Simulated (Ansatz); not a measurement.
Program: Ansatz. Geometries: PBE0-D4/def2-TZVP. ΔE: electronic, gas phase. CCSD(T)/CBS adds triple-zeta CCSD(T) − MP2 to the extrapolated MP2 energy (def2 sets, frozen cores). DFT in def2-TZVPP. B3LYP here is the variant with VWN-RPA as its local correlation; programs differ in this. For Ga outer-core shells are correlated without core-valence functions, which leaves a few kJ/mol of doubt a bond. Scalar relativity is left out up to krypton. One conformer a species, not always the lowest.

Reaction (ligand exchange at a B–C bond): `CB[CH2][GaH2]` + `[SiH3]S` → `CBS[SiH3]` + `[CH3][GaH2]`

`CB[CH2][GaH2]`:

```xyz
12

C     0.288   -1.086    1.372
B     0.523   -0.749   -0.139
C     0.690    0.674   -0.667
Ga   -1.186    1.260   -1.026
H    -0.603   -1.709    1.510
H     1.120   -1.712    1.722
H     0.217   -0.220    2.034
H     0.509   -1.660   -0.929
H     1.200    0.779   -1.626
H     1.035    1.403    0.075
H    -1.717    1.285   -2.502
H    -2.077    1.737    0.175
```

`[SiH3]S`:

Z-matrix (Å, degrees):
```
Si
S 1 2.137
H 1 1.485 2 111.6
H 1 1.485 2 111.6 3 -122.0
H 1 1.482 2 104.8 3 119.0
H 2 1.344 1 94.7 3 60.9
```

`CBS[SiH3]`:

Cartesian coordinates in Å:
```
C 1.689 -0.796 -1.206
B 0.425 -0.404 -0.387
S 0.281 1.223 0.352
Si -1.648 1.014 1.274
H 2.147 -1.690 -0.765
H 2.448 -0.017 -1.284
H 1.389 -1.097 -2.217
H -0.474 -1.184 -0.236
H -2.682 0.733 0.248
H -1.949 2.301 1.949
H -1.627 -0.082 2.273
```

`[CH3][GaH2]`:

Cartesian coordinates in Å:
```
C -0.370 -0.188 -0.804
Ga 0.418 0.248 0.944
H -0.267 -1.264 -0.979
H -1.431 0.058 -0.855
H 0.158 0.318 -1.615
H 1.980 0.379 1.095
H -0.487 0.448 2.215
```

(1) Is it downhill or uphill in electronic energy at CCSD(T)/CBS, and by how much? (Best estimate.)

(2) What do these levels give: PBE0-D4, B3LYP-D4, ωB97M-V, B2PLYP, MP2/def2-QZVPP, MP2/CBS(def2)? (An estimate is asked.)

Largest T1 diagnostic among the species: 0.013.

## Answers

(1) Computed: Downhill: ΔE = -56.1 kJ/mol.

(2) The calculation gave: PBE0-D4 -57.8, B3LYP-D4 -56.6, ωB97M-V -56.0, B2PLYP -58.3, MP2/def2-QZVPP -58.6, MP2/CBS(def2) -58.8 kJ/mol.
